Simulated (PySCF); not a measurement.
BeH3NO. Atoms are numbered in the order given.

```xyz
6

Be     0.0589    -0.0081     0.0000
O      1.4859    -0.0945     0.0000
H      2.0871     0.6447     0.0000
N     -1.4507     0.0178     0.0000
H     -2.0275     0.0097    -0.8239
H     -2.0275     0.0097     0.8239
```
Charge 0, spin multiplicity 1.

Geometry optimised at PBE0-D3(BJ)/def2-TZVP. One conformer was computed; it need not be the lowest.

Computed with M06-2X/def2-TZVPD (PySCF).

Mulliken values depend strongly on the basis, most of all with diffuse functions as here. ESP charges are fitted to the potential on shells at 1.4 to 2.0 van der Waals radii. Atomic charges (e):

```json
[
 {"atom": "Be1", "Mulliken": "-0.11", "meta-Löwdin": "1.43", "ESP fit": "1.02"},
 {"atom": "O2", "Mulliken": "-0.36", "meta-Löwdin": "-1.11", "ESP fit": "-0.84"},
 {"atom": "H3", "Mulliken": "0.37", "meta-Löwdin": "0.35", "ESP fit": "0.37"},
 {"atom": "N4", "Mulliken": "-0.50", "meta-Löwdin": "-1.11", "ESP fit": "-1.47"},
 {"atom": "H5", "Mulliken": "0.30", "meta-Löwdin": "0.22", "ESP fit": "0.46"},
 {"atom": "H6", "Mulliken": "0.30", "meta-Löwdin": "0.22", "ESP fit": "0.46"}
]
```
